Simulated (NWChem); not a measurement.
Molecule: C₂H₃CuFN; SMILES C[N+]#[C-]->[Cu][F]

Not confirmed as a minimum by frequencies.

Q: Give the equilibrium geometry at PBE0/def2-SVP (NWChem) as a list of bonds and angles, with the point group.

A: point group Cs; any orientation.
Bond lengths (Å): Cu1–F2 1.752, Cu1–C5 1.801, C3–N4 1.406, C3–H6 1.100, C3–H7 1.100, C3–H8 1.100, N4–C5 1.167. Bond angles (°): F2–Cu1–C5 179.8, N4–C3–H6 110.0, N4–C3–H7 109.9, N4–C3–H8 110.0, H6–C3–H7 108.9, H6–C3–H8 109.0, H7–C3–H8 109.0, C3–N4–C5 179.7, Cu1–C5–N4 179.8.
